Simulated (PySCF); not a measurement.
C7H5FO2.
Bonds: O1–C2 (double), C2–O3, C2–C4, C4–C5 (aromatic), C5–C6 (aromatic), C6–C7 (aromatic), C7–C8 (aromatic), C8–C9 (aromatic), C9–F10, C4–C9 (aromatic). Hydrogens: H11 on O3; H12 on C5; H13 on C6; H14 on C7; H15 on C8.

A GFN2-xTB structure was refined with PySCF, PBE0-D3(BJ)/def2-TZVP geometry optimisation, gas phase. Its GFN2-xTB values:

```tsv
coordinate	GFN2-xTB
O1=C2	1.236 Å
C2–O3	1.327 Å
C2–C4	1.447 Å
O3–H11	0.979 Å
C4–C5	1.424 Å
C4–C9	1.418 Å
C5–C6	1.382 Å
C5–H12	1.074 Å
C6–C7	1.376 Å
C6–H13	1.089 Å
C7–C8	1.392 Å
C7–H14	1.106 Å
C8–C9	1.366 Å
C8–H15	1.074 Å
C9–F10	1.332 Å
O1–C2–C4	124.5°
C2–C4–C5	118.0°
O3–C2–C4	113.1°
C4–C9–C8	122.3°
C4–C9–F10	119.8°
C5–C4–C9	115.9°
C5–C6–C7	120.0°
C8–C9–F10	117.9°
O1–C2–C4–C5	-1°
```

Problem. How do these coordinates change at the PBE0-D3(BJ)/def2-TZVP level?

Solution. 
```csv
coordinate,PBE0-D3(BJ)/def2-TZVP (Å or °),change
C2–C4,1.483,+0.036
O1=C2,1.205,-0.031
C4–C5,1.396,-0.028
C4–C9,1.393,-0.025
C7–H14,1.084,-0.022
C8–C9,1.383,+0.017
C6–C7,1.389,+0.013
C2–O3,1.338,+0.011
O3–H11,0.968,-0.011
C5–H12,1.083,+0.009
C7–C8,1.383,-0.009
C8–H15,1.083,+0.009
C6–H13,1.083,-0.006
C9–F10,1.330,-0.002
C5–C6,1.380,-0.002
C5–C4–C9,117.6,+1.7
C2–C4–C5,116.5,-1.5
C4–C9–F10,121.1,+1.3
O3–C2–C4,114.5,+1.4
O1–C2–C4,123.3,-1.2
C8–C9–F10,117.2,-0.7
C4–C9–C8,121.7,-0.6
C5–C6–C7,119.5,-0.5
O1–C2–C4–C5,6,+7
```

The energy falls by 0.136 eV over 10 energy and gradient evaluations, the largest force component goes from 0.0455 to 2.9e-04 Eh/bohr, and the atoms move by 0.063 Å rms after alignment. The bond that changes most is C2–C4 (carboxylic acid carbon to substituted aromatic carbon), which lengthens by 0.036 Å. Bonds longer at the end by more than 0.005 Å: 6 of 15; shorter: 7. Rotational constants go from 2302, 1227, 800.6 to 2314, 1222, 800.6 MHz.

The run used 340 basis functions and 79 SCF cycles in all.

Not checked by PBE0-D3(BJ)/def2-TZVP frequencies. The numbers are those of one conformer.

Shape of the structure used: `[O:1]=[C:2]([OH:3])[c:4]1[cH:5][cH:6][cH:7][cH:8][c:9]1[F:10]`: O1–C2–C4–C5 6°, H–O3–C2–O1 0°.
